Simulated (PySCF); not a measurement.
A small calculation by hand: chemical shift, span and skew from a shielding tensor

Ga(H)(F)(OH) (FGaH2O), SMILES [GaH]([OH])[F]. Atoms are numbered in the order given.

```xyz
5

Ga    -0.3392     0.0186     0.0000
H     -1.8695     0.1713     0.0000
F      0.7236     1.4307     0.0000
O      0.5462    -1.5258     0.0000
H      1.5038    -1.4184     0.0000
```
Charge 0, spin multiplicity 1.

Geometry: B3LYP-D3(BJ)/def2-TZVP. Other conformers were not sampled.

GIAO shieldings from HF/pcSseg-2 run with PySCF, non-relativistic, no solvent. The symmetric part of the tensor of F3 has the principal values 318.7, 431.7, 434.2 ppm. The same nucleus in CFCl3 has σ = 237.3 ppm at this level (PySCF, at its B3LYP-D3(BJ)/def2-TZVP geometry).

Task: Work out the isotropic shielding, the ¹⁹F shift against CFCl3, the span and the skew.

Result: 
σ(iso) = (σ11 + σ22 + σ33)/3 = 394.9 ppm. δ = σ(ref) − σ(iso) = 237.3 − (394.9) = -157.6 ppm.
Span Ω = σ33 − σ11 = 115.5 ppm. Skew κ = 3(σ(iso) − σ22)/Ω = -0.96. Tumbling in solution averages the tensor to δ; in a static solid the shielding alone would spread this spin-1/2 line over Ω.
